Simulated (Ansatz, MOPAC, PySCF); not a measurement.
Donor–acceptor adduct: BF3 (SMILES FB(F)F) (first 4 atoms) with NH3 (SMILES N); geometry from B3LYP-D3(BJ)/def2-TZVP, rigid monomers moved along the line of their centres of mass till B2···N5 is 1.95 Å.
(charge 0, multiplicity 1):
```xyz
8

F     -1.12755    -0.83538     0.69297
B     -0.00733    -0.08964     0.96186
F      0.00315     1.14890     0.37092
F      1.17296    -0.78059     0.84862
N     -0.14518     0.29761     2.86360
H     -1.00118     0.81122     3.05496
H     -0.15612    -0.56756     3.39700
H      0.64742     0.85812     3.16485
```

Counterpoise-corrected where a basis set is named; no monomer relaxation. Rows marked so take none.

Rows in 3-21G, 6-31G* carry no dispersion term and start afresh at each structure (6-31G* with six Cartesian d functions). MP2/6-31G* freezes PySCF's default core. The state that PM6 reach isn't checked.

Run with Ansatz (a first-principles code); MOPAC for PM6 (differences of heats of formation); PySCF for 3-21G rows, 6-31G* rows. Values without a source in brackets are computed.

One of these levels gives -36.54 kcal/mol for the interaction energy. Which one is it?
(A) B3LYP/3-21G (no counterpoise)
(B) PBE/def2-TZVPPD
(C) PM6
(D) MP2/6-31G* (no counterpoise)

B, PBE/def2-TZVPPD. The others give -33.16 (PM6), -53.54 (B3LYP/3-21G (no counterpoise)), -43.69 (MP2/6-31G* (no counterpoise))
